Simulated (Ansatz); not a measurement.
Program: Ansatz. Geometries: PBE0-D4/def2-TZVP. ΔE: electronic, gas phase. CBS: MP2 limit from def2 TZ/QZ plus the TZ coupled-cluster correction, frozen cores. DFT in def2-TZVPP. For Ga outer-core shells are correlated without core-valence functions, which leaves a few kJ/mol of doubt a bond. Scalar relativity is left out up to krypton. Each species was taken in one conformer, which may not be the lowest.

`[SiH3]B[SiH2]Cl` + `C=C[NH][GaH2]` → `[SiH3][BH][GaH2]` + `C=CN[SiH2]Cl`  (redistribution)

`[SiH3]B[SiH2]Cl`:

```xyz
10

Si   -1.613   -0.592    0.492
B    -0.276    0.721   -0.235
Si    1.648    0.213   -0.392
Cl    2.918    1.739   -0.957
H    -2.851   -0.624   -0.334
H    -1.091   -1.979    0.627
H    -1.971   -0.096    1.855
H    -0.668    1.806   -0.548
H     2.146   -0.321    0.904
H     1.758   -0.867   -1.412
```

`C=C[NH][GaH2]`:

Z-matrix (Å, degrees):
```
C
C 1 1.334
H 1 1.085 2 121.9
H 1 1.081 2 120.3 3 180.0
N 2 1.379 1 126.7 3 -0.0
H 2 1.088 1 119.5 3 -180.0
Ga 5 1.834 2 127.0 1 -180.0
H 5 1.010 2 113.3 1 0.0
H 7 1.558 5 115.5 2 -0.0
H 7 1.557 5 115.6 2 180.0
```

`[SiH3][BH][GaH2]`:

```xyz
9

Si    0.884    0.959   -0.925
B    -0.767    0.116   -0.155
Ga   -0.766   -1.285    1.351
H     2.108    0.807   -0.091
H     0.710    2.406   -1.234
H     1.123    0.235   -2.211
H    -1.800    0.447   -0.669
H    -0.901   -0.862    2.863
H    -0.591   -2.824    1.072
```

`C=CN[SiH2]Cl`:

```xyz
11

C    -0.179    2.090    0.562
C    -0.408    0.883    0.051
N     0.527   -0.127   -0.115
Si    0.172   -1.751   -0.523
Cl   -0.455   -2.898    1.072
H    -0.978    2.813    0.626
H     0.800    2.384    0.925
H    -1.403    0.621   -0.298
H     1.451    0.101    0.224
H     1.415   -2.367   -1.030
H    -0.941   -1.750   -1.495
```

Q: Is it downhill or uphill in electronic energy at CCSD(T)/CBS, and by how much? (An estimate is asked.)

A: The calculation gave: Downhill: ΔE = -11.6 kJ/mol.

Q: What do these levels give: PBE0, CAM-B3LYP, LC-ωPBE, HF/def2-SVP, HF/CBS(def2), CCSD/CBS(def2)? (Estimate.)

A: Ansatz gave: PBE0 -10.5, CAM-B3LYP -12.8, LC-ωPBE -12.5, HF/def2-SVP -9.5, HF/CBS(def2) -16.3, CCSD/CBS(def2) -13.4 kJ/mol.

Largest T1 diagnostic among the species: 0.015.

From BLYP to BHLYP (50 % exact exchange), in def2-TZVPP and without D4, ΔE moves by −6.5 kJ/mol. In def2-TZVPP, CCSD(T) changes the Hartree–Fock value by +6.7 kJ/mol (the triples alone add +1.9 kJ/mol) and MP2 by +5.7 kJ/mol. At CCSD(T), def2-SVP lies +14.8 kJ/mol from the extrapolated value and def2-TZVPP +2.3 kJ/mol.
